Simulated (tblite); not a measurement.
Species: C₄H₅Se (doublet state).
Bonds: Se1–C2 (double), C2–C3, C3–C4, C4–C5, C3–C5. Hydrogens: H6 on C2; H7, H8 on C4; H9, H10 on C5.
Bond orders are those of one Lewis drawing.

Computed with GFN2-xTB (tblite), gas phase: L-BFGS steps from a force-field or distance-geometry start until the largest atomic force falls under 0.01 eV/Å.

Step 6: E = -385.7386 eV
```
atom  x, y, z in Å  |  force x, y, z in eV/Å
Se1     2.9882    0.7827   -0.2826   -0.095   0.061   0.262
C2      1.5443   -0.3736   -0.0961   -0.409   0.031  -0.171
C3      0.2541   -0.0593   -0.2328    0.109   0.597  -0.584
C4     -0.7651    0.8345    0.3137    0.247   0.093   0.160
C5     -1.1385   -0.5301   -0.2439    0.330   0.028  -0.212
H6      1.7831   -1.4083    0.0500    0.363  -0.511  -0.479
H7     -0.5239    0.8633    1.3602   -0.509   0.356   0.614
H8     -1.1480    1.7875   -0.0517    0.126  -0.571  -0.269
H9     -1.2858   -1.4209    0.3506   -0.652   0.219   0.172
H10    -1.6995   -0.4712   -1.1898    0.491  -0.304   0.505
```

Step 7: E = -385.8129 eV
```
atom  x, y, z in Å  |  force x, y, z in eV/Å
Se1     3.0108    0.7864   -0.2631   -0.359  -0.099   0.289
C2      1.5412   -0.3770   -0.0916   -0.205  -0.169  -0.261
C3      0.2516   -0.0564   -0.2194    0.056   0.409  -0.349
C4     -0.7780    0.8392    0.3203    0.403   0.049   0.182
C5     -1.1452   -0.5364   -0.2285    0.495   0.037  -0.127
H6      1.8118   -1.4265   -0.0100    0.112   0.009  -0.453
H7     -0.5353    0.8995    1.3734   -0.582   0.269   0.319
H8     -1.1524    1.7908   -0.0753    0.164  -0.747  -0.152
H9     -1.3159   -1.4390    0.3615   -0.491   0.556   0.007
H10    -1.6796   -0.4759   -1.1898    0.407  -0.312   0.545
```

Step 8: E = -385.9085 eV
```
atom  x, y, z in Å  |  force x, y, z in eV/Å
Se1     3.0258    0.7909   -0.2370   -0.557  -0.255   0.301
C2      1.5339   -0.3881   -0.0930    0.200  -0.233  -0.398
C3      0.2533   -0.0394   -0.2250    0.024  -0.045   0.171
C4     -0.7813    0.8443    0.3342    0.431  -0.067   0.095
C5     -1.1388   -0.5413   -0.2151    0.497   0.098   0.117
H6      1.8431   -1.4470   -0.0784   -0.219   0.511  -0.379
H7     -0.5620    0.9406    1.3994   -0.535   0.121  -0.092
H8     -1.1539    1.7780   -0.1041    0.138  -0.696  -0.031
H9     -1.3599   -1.4444    0.3752   -0.152   0.796  -0.119
H10    -1.6513   -0.4889   -1.1787    0.174  -0.228   0.334
```

Step 9: E = -385.9784 eV
```
atom  x, y, z in Å  |  force x, y, z in eV/Å
Se1     3.0250    0.7892   -0.2145   -0.527  -0.246   0.282
C2      1.5309   -0.3963   -0.1029    0.429  -0.216  -0.427
C3      0.2569   -0.0290   -0.2261    0.130  -0.328   0.445
C4     -0.7755    0.8467    0.3438    0.339  -0.152   0.098
C5     -1.1257   -0.5419   -0.2053    0.286   0.111   0.231
H6      1.8599   -1.4541   -0.1286   -0.384   0.643  -0.320
H7     -0.5896    0.9691    1.4166   -0.429   0.013  -0.286
H8     -1.1520    1.7560   -0.1233    0.076  -0.442  -0.043
H9     -1.3916   -1.4334    0.3826    0.078   0.744  -0.062
H10    -1.6294   -0.5017   -1.1648    0.003  -0.127   0.081
```

Question: Estimate the geometry and energy of step 10. (The exact step hangs on the optimiser's Hessian estimate; all steps are aligned on step 9, rigid shifts and turns removed.)

Answer: E = -386.0679 eV, largest force 0.828 eV/Å
```
atom  x, y, z in Å  |  force x, y, z in eV/Å
Se1     3.0169    0.7805   -0.1760   -0.317  -0.088   0.235
C2      1.5339   -0.4047   -0.1257    0.606  -0.255  -0.376
C3      0.2645   -0.0282   -0.2049    0.214  -0.484   0.542
C4     -0.7652    0.8481    0.3559    0.173  -0.187   0.150
C5     -1.1077   -0.5414   -0.1860   -0.049   0.101   0.198
H6      1.8788   -1.4539   -0.2117   -0.504   0.617  -0.227
H7     -0.6334    1.0131    1.4314   -0.279  -0.121  -0.359
H8     -1.1483    1.7200   -0.1520    0.027  -0.065  -0.129
H9     -1.4333   -1.4088    0.3918    0.268   0.483   0.164
H10    -1.5972   -0.5201   -1.1454   -0.137   0.000  -0.198
```

The energy changes by -0.0895 eV. The first-order estimate −F·Δx gives -0.1249 eV and the mean of the old and new forces, exact on a quadratic surface, -0.0900 eV. The step makes an angle of 61° with the force vector and moves no atom by more than 0.085 Å.

What follows is the cost of the whole relaxation. The run took 0.18 s wall on Arm Neoverse V1, one thread, no GPU, shared host.
